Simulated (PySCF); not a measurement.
## How the method moves the HOMO and LUMO of `[H]/N=[C]1\C[O+](C)[AlH2-]1`

C3H8AlNO.
Geometry (PBE0-D3(BJ)/def2-SVP, Å), atoms numbered from 1 in this order:
```xyz
14
C3H8AlNO angstrom
C     -2.377   -1.250    0.159
O     -1.055   -0.917   -0.190
C     -0.016   -1.886    0.019
C      1.189   -1.094   -0.474
N      2.394   -1.494   -0.520
Al     0.133    0.567   -0.924
H     -2.447   -1.478    1.236
H     -3.008   -0.383   -0.071
H     -2.723   -2.119   -0.424
H      0.037   -2.153    1.091
H     -0.226   -2.794   -0.577
H      2.489   -2.461   -0.171
H     -0.328    0.825   -2.431
H      0.071    1.764    0.131
```

Basis pcSseg-1 throughout (PySCF), one geometry. Isolated species at its PBE0-D3(BJ)/def2-SVP geometry, gas phase.

Problem. How do the orbital energies, the gap and the dipole change with the method?

Solution. 
| method | kind | HOMO (eV) | LUMO (eV) | gap (eV) | μ (D) | SCF cycles |
| --- | --- | --- | --- | --- | --- | --- |
| BLYP | GGA | -4.95 | -1.22 | 3.73 | 5.76 | 15 |
| OPBE | GGA | -5.07 | -1.32 | 3.75 | 5.74 | 16 |
| PBE | GGA | -5.08 | -1.40 | 3.68 | 5.78 | 15 |
| B97-D | GGA | -5.09 | -1.29 | 3.80 | 5.81 | 16 |
| LDA | LDA | -5.14 | -1.61 | 3.53 | 5.93 | 15 |
| BP86 | GGA | -5.19 | -1.49 | 3.70 | 5.85 | 15 |
| KT2 | GGA | -5.27 | -1.36 | 3.90 | 5.65 | 16 |
| KT3 | GGA | -5.28 | -1.33 | 3.95 | 5.57 | 16 |
| B97-2 | global hybrid | -6.19 | -0.39 | 5.80 | 5.94 | 13 |
| B3LYP | global hybrid | -6.20 | -0.52 | 5.67 | 5.93 | 14 |
| PBE0 | global hybrid | -6.43 | -0.32 | 6.11 | 5.98 | 14 |
| mPW1PW91 | global hybrid | -6.47 | -0.34 | 6.13 | 5.99 | 14 |
| BHandHLYP | global hybrid | -7.69 | 0.66 | 8.35 | 6.10 | 13 |
| CAM-B3LYP | range-separated hybrid | -7.77 | 0.80 | 8.56 | 6.05 | 13 |
| wB97X-D | range-separated hybrid | -8.30 | 1.54 | 9.84 | 6.06 | 14 |
| LC-wPBE | range-separated hybrid | -9.10 | 1.95 | 11.05 | 6.18 | 14 |
| HF | Hartree–Fock | -9.68 | 2.70 | 12.38 | 6.35 | 11 |

The HOMO spans 4.73 eV, from BLYP down to HF, and the gap runs from 3.53 eV (LDA) to 12.38 eV (HF). Over the methods BLYP (0 %), OPBE (0 %), PBE (0 %), B97-D (0 %), LDA (0 %), BP86 (0 %), KT2 (0 %), KT3 (0 %), B97-2 (21 %), B3LYP (20 %), PBE0 (25 %), mPW1PW91 (25 %), BHandHLYP (50 %), HF (100 %), a straight line through the gap against the share of exact exchange rises by 0.88 eV for each 10 % (correlation coefficient 0.998). The dipole ranges from 5.57 D (KT3) to 6.35 D (HF). This basis has no diffuse functions.
